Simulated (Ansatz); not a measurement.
System: sum formula Si2H3Cl3, charge 0, multiplicity 1. 
Coordinates optimised at B3LYP-D3(BJ)/def2-TZVP (Ansatz, a program for electronic structure):
SMILES: Cl[Si](Cl)(Cl)[SiH3]
```xyz
8

Si    -2.2044     0.1564    -0.5742
Si     0.0475    -0.0034     0.0124
Cl     0.9774    -1.4810    -1.0731
Cl     0.2477    -0.4492     2.0093
Cl     1.0201     1.7710    -0.3513
H     -2.8575    -1.1389    -0.2842
H     -2.8218     1.2369     0.2256
H     -2.2920     0.4675    -2.0178
```
Charge 0, spin multiplicity 1.

Wanted: atomisation energy (electronic, to ground-state atoms), in kcal/mol. Cores are frozen in the correlated levels unless marked. UHF or UKS for open shells. Spin-orbit coupling is left out. No relativistic terms. The coupled-cluster limit lacks core correlation, which all-electron functionals hold. CBS(X,Y): correlation extrapolated as X^-3; Hartree-Fock from the larger set.

| level | program | atomisation energy (kcal/mol) |
|---|---|---|
| BLYP-D3(BJ)/def2-TZVPD | Ansatz + dftd3 | 569.2 |
| revPBE-D3(BJ)/def2-TZVPD | Ansatz + dftd3 | 571.2 |
| PBE0-D3(BJ)/def2-TZVPD | Ansatz + dftd3 | 581.1 |
| PBE0-D4/def2-TZVP | Ansatz + dftd4 | 580.9 |
| PBE0/def2-TZVPD | Ansatz | 574.5 |
| HSE06-D4/def2-TZVPD | Ansatz + dftd4 | 581.2 |
| LC-wPBE/def2-TZVPD | Ansatz | 571.6 |
| RPA@PBE/cc-pV(T+d)Z | Ansatz | ? |
| RPA@PBE/cc-pV(Q+d)Z | Ansatz | ? |
| SCS-MP2/cc-pV(D+d)Z | Ansatz | 529.7 |
| SCS-MP2/cc-pV(T+d)Z | Ansatz | 568.3 |
| CCSD/aug-cc-pV(D+d)Z | Ansatz | 526.4 |
| CCSD(T) with core electrons (1s frozen past Ne)/cc-pwCVTZ | Ansatz | ? |
| CCSD(T)/CBS(aug-cc-pV(T+d)Z,aug-cc-pV(Q+d)Z) | Ansatz | ? |

Q: Some entries are withheld; supply them.

A: 
- RPA@PBE/cc-pV(T+d)Z, atomisation energy (kcal/mol): 525.0
- RPA@PBE/cc-pV(Q+d)Z, atomisation energy (kcal/mol): 538.3
- CCSD(T) with core electrons (1s frozen past Ne)/cc-pwCVTZ, atomisation energy (kcal/mol): 563.3
- CCSD(T)/CBS(aug-cc-pV(T+d)Z,aug-cc-pV(Q+d)Z), atomisation energy (kcal/mol): 587.3
